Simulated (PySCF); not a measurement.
Ligand exchange on a metal centre used in film growth or etching (Ti Cl-OH). All species are isolated molecules in the gas phase. One relaxed conformer stands for each flexible species; it need not be the lowest.

Computed with PySCF with TPSSh-D3(BJ)/def2-TZVP // BP86-D3(BJ)/def2-SVP. 

```json
[
 {"species": "0 of 4 Cl replaced by OH", "LUMO (eV)": "-4.32", "HOMO–LUMO gap (eV)": "4.61", "mean distance from the central atom to its bonded neighbours (Å)": "2.174"},
 {"species": "1 of 4 Cl replaced by OH", "LUMO (eV)": "-3.70", "HOMO–LUMO gap (eV)": "4.78", "mean distance from the central atom to its bonded neighbours (Å)": "2.078"},
 {"species": "2 of 4 Cl replaced by OH ([Ti(Cl)2(OH)2])", "LUMO (eV)": "-3.06", "HOMO–LUMO gap (eV)": "5.04", "mean distance from the central atom to its bonded neighbours (Å)": "…"},
 {"species": "3 of 4 Cl replaced by OH ([Ti(Cl)(OH)3])", "LUMO (eV)": "…", "HOMO–LUMO gap (eV)": "5.41", "mean distance from the central atom to its bonded neighbours (Å)": "1.901"},
 {"species": "4 of 4 Cl replaced by OH ([Ti(OH)4])", "LUMO (eV)": "…", "HOMO–LUMO gap (eV)": "6.27", "mean distance from the central atom to its bonded neighbours (Å)": "1.809"}
]
```

### Question
Fill in the missing entries.

### Answer

- 2 of 4 Cl replaced by OH ([Ti(Cl)2(OH)2]), mean distance from the central atom to its bonded neighbours (Å): 1.987
- 3 of 4 Cl replaced by OH ([Ti(Cl)(OH)3]), LUMO (eV): -2.45
- 4 of 4 Cl replaced by OH ([Ti(OH)4]), LUMO (eV): -1.79
